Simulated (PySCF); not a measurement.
Calculation: PBE-D3(BJ)/def2-TZVP // B3LYP-D3(BJ)/def2-TZVP (PySCF). All species are isolated molecules in the gas phase. One relaxed conformer stands for a flexible species; it need not be the lowest. Excitations are Tamm–Dancoff values on a coarser integration grid. The basis has no diffuse functions, so Rydberg states are missing or too high.

Reference species (SMILES): `[SiH]([SiH2]C)=O` (C–Si–Si–O torsion 0°) (neutral, multiplicity 1).

```
Item                Value
---------------  --------
LUMO             -3.05 eV
HOMO             -6.15 eV
S1–T1 gap (TDA)   0.49 eV
```

After one change: the LUMO goes up by 0.19 eV; the HOMO rises by 0.51 eV; the S1–T1 gap (TDA) increases by 0.24 eV.

**Question.** Name the change that produced these shifts. The new species is one of these.
A. `[SiH2]=CO[SiH3]` (Si–C–O–Si torsion 0°)
B. `C=[Si](O)[SiH3]` (Si–Si–O–H torsion 180°)
C. `OC[SiH]=[SiH2]` (H–O–C–Si torsion -173°, O–C–Si–Si torsion -106°)
D. `O=C[SiH2][SiH3]` (O–C–Si–Si torsion 94°)

**Answer.** D, `O=C[SiH2][SiH3]` (O–C–Si–Si torsion 94°)
